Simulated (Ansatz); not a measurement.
Species: H₂F₂Si, SMILES `F[SiH2]F` (charge 0, multiplicity 1).

### Question
Give a relaxed geometry from Ansatz (a first-principles code) with PBE0-D3(BJ)/def2-TZVP.

### Answer
the end point of this relaxation (outside a Z-matrix the atoms follow the SMILES, hydrogens last).
Z-matrix (Å, degrees):
```
Si
F 1 1.5857
F 1 1.5857 2 107.98
H 1 1.4744 2 108.51 3 -117.43
H 1 1.4744 4 114.64 2 121.45
```
